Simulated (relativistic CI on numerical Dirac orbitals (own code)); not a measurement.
Co³⁺ in a cubic cluster: L2,3 absorption with charge transfer

Computed with a charge-transfer multiplet model of a cubic metal-ligand cluster with up to 3 ligand holes, Slater and spin-orbit integrals from Dirac-Coulomb-Breit ions, Slater integrals scaled by 0.7. The parameters are those of a tetrahedral site (10Dq negative, t2 hopping the larger). The ground state mixes d6 with configurations of k ligand holes L, whose averages lie at kΔ + k(k − 1)U_dd/2; a core hole lowers each added d electron by U_cd. 300 K, Lorentzian 0.4 eV and Gaussian 0.3 eV FWHM.

Atomic integrals in eV (Slater integrals scaled, ζ unscaled), ground: F2dd 8.824, F4dd 5.512, zeta_d 0.071; with the core hole: F2dd 9.358, F4dd 5.849, zeta_d 0.093, zeta_core 9.664, F2cd 5.552, G1cd 4.214, G3cd 2.396.

Cluster parameters (eV): U_dd = 7.6, U_cd = 9.8, 10Dq = -0.45, 10Dq(ligand) = 0, V(eg) = 1.1, V(t2g) = -1.87, final-state hopping factor = 1.

```tsv
Case	n_d	d6	d7L	d8L2	d9L3	S
Δ = -2.3 eV	6.82	0.29	0.60	0.10	0.00	1.98
Δ = -1.3 eV	6.70	0.38	0.55	0.07	0.00	1.99
Δ = -0.3 eV	6.58	0.47	0.48	0.05	0.00	1.99
Δ = 0.7 eV	6.47	0.57	0.40	0.03	0.00	2.00
Δ = 2.7 eV	6.30	0.72	0.27	0.01	0.00	2.00
```

Weights, n_d and S are thermal averages at 300 K. Photon energies count from the first peak over 30 % of the highest in each spectrum, which can be another peak from case to case. The parameters are a model scan and need not match a compound or its usual spin state. Peaks in eV (height, largest 100):
- Δ = -2.3 eV: -1.6 (14), 0.0 (100), 6.5 (8), 13.6 (7), 15.1 (28)
- Δ = -1.3 eV: -1.7 (14), 0.0 (100), 6.4 (8), 13.5 (8), 15.1 (29)
- Δ = -0.3 eV: -1.8 (13), 0.0 (100), 5.5 (7), 6.2 (8), 13.5 (8), 15.1 (29)
- Δ = 0.7 eV: -2.0 (12), 0.0 (100), 4.3 (7), 5.3 (7), 6.2 (8), 13.4 (9), 14.4 (21), 15.1 (28)
- Δ = 2.7 eV: -2.1 (11), 0.0 (100), 3.0 (13), 4.9 (7), 6.3 (6), 13.3 (9), 14.3 (24), 15.2 (28)

For the case Δ = 0.7 eV, Δ = 0.7 eV is smaller than U_dd = 7.6 eV, the charge-transfer side of the Zaanen-Sawatzky-Allen scheme. With the core hole the configuration with one ligand hole lies at Δ + U_dd − U_cd = -4.5, -3.5, -2.5, -1.5, 0.5 eV from the one without, in the order of the table; where this is negative the screened configuration lies lower, though the effective hopping of about 3.2 eV (from the holes of the mixed ground state) mixes the two strongly wherever it is as large as the gap.
